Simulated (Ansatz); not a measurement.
Species: C3HO, SMILES `C#C[C]=O` (charge 0, multiplicity 2).

Task: Give a relaxed geometry from PBE-D3(BJ)/def2-TZVP (Ansatz, a first-principles code).

Result: the end point of this relaxation (outside a Z-matrix the atoms follow the SMILES, hydrogens last).
Cartesian coordinates (Å) in one orientation:
```xyz
5

C      1.316     0.018     0.137
C      0.069     0.007    -0.123
C     -1.231    -0.085    -0.051
O     -2.407    -0.134    -0.130
H      2.253     0.194    -0.384
```
